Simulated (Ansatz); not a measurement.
Total energies of `Sc1ccc(-c2ccc(-c3ccc(S)nc3)nc2)nc1` from Ansatz at PBE-D4/def2-TZVP, gas phase (1 Eh = 27.2114 eV = 2625.5 kJ/mol). The reference geometry is relaxed at PBE-D4/def2-SVP.

```xyz
31

S     6.394   -1.988   -2.952
C     4.906   -1.526   -2.115
C     4.753   -1.492   -0.715
C     3.525   -1.111   -0.171
C     2.454   -0.767   -1.029
C     1.124   -0.352   -0.528
C     0.100    0.002   -1.433
C    -1.149    0.391   -0.952
C    -1.378    0.429    0.445
C    -2.674    0.833    1.033
C    -3.791    1.238    0.266
C    -4.978    1.604    0.897
C    -5.024    1.557    2.310
S    -6.521    2.016    3.141
N    -3.978    1.176    3.061
C    -2.847    0.828    2.437
N    -0.399    0.087    1.314
C     0.791   -0.285    0.846
N     2.611   -0.801   -2.373
C     3.779   -1.163   -2.894
H     7.127   -2.227   -1.830
H     5.588   -1.762   -0.050
H     3.407   -1.083    0.921
H     0.319   -0.041   -2.509
H    -1.941    0.664   -1.663
H    -3.741    1.271   -0.833
H    -5.856    1.921    0.315
H    -5.990    1.787    4.375
H    -1.996    0.519    3.067
H     1.537   -0.551    1.616
H     3.849   -1.173   -3.998
```

```json
{"state": "charge 0 singlet", "geometry": "reference", "energy (Eh)": "-1537.94664"}
{"state": "charge 1 doublet", "geometry": "reference", "energy (Eh)": "-1537.68969"}
{"state": "charge -1 doublet", "geometry": "reference", "energy (Eh)": "-1537.98742"}
{"state": "free S atom (triplet)", "geometry": "–", "energy (Eh)": "-397.93833"}
{"state": "free C atom (triplet)", "geometry": "–", "energy (Eh)": "-37.79597"}
{"state": "free N atom (quartet)", "geometry": "–", "energy (Eh)": "-54.53214"}
{"state": "free H atom (doublet)", "geometry": "–", "energy (Eh)": "-0.49962"}
```

Single mean-field runs in def2-TZVP are fitted with def2-universal-jkfit.

Question: Work out the vertical ionisation energy to the doublet.

Answer: E(charge 1 doublet) − E(charge 0 singlet) = -1537.68969 − (-1537.94664) = 0.25695 Eh = 6.99 eV. For comparison, −ε of the highest occupied level is 5.28 eV at this level, 1.71 eV less.

Question: Work out the vertical electron affinity, to the doublet.

Answer: E(charge 0 singlet) − E(charge -1 doublet) = -1537.94664 − (-1537.98742) = 0.04078 Eh = 1.11 eV. The basis lacks diffuse functions, which makes affinities too small.

Question: Give the fundamental gap IE − EA, the Mulliken electronegativity (IE + EA)/2 and the hardness (IE − EA)/2.

Answer: From the values in Eh: IE − EA = 0.25695 − 0.04078 = 0.21617 Eh = 5.88 eV; (IE + EA)/2 = 4.05 eV; (IE − EA)/2 = 2.94 eV. The HOMO–LUMO gap of the same run is 2.49 eV, 3.39 eV smaller than the fundamental gap.

Question: What is the binding energy per atom against free atoms?

Answer: Atoms: 2 × (-397.93833) + 15 × (-37.79597) + 3 × (-54.53214) + 11 × (-0.49962) = -1531.90845 Eh. Binding: -1531.90845 − (-1537.94664) = 6.03819 Eh = 164.31 eV, or 5.30 eV for each of 31 atoms (no zero-point energy, no counterpoise term).

At PBE-D4/def2-TZVP the highest occupied level of the charge -1 doublet lies above zero (up to 0.66 eV). By energy differences its removal costs 1.11 eV (vertical, to the charge 0 singlet, at PBE-D4/def2-TZVP); self-interaction error and the lack of diffuse functions both raise the level.
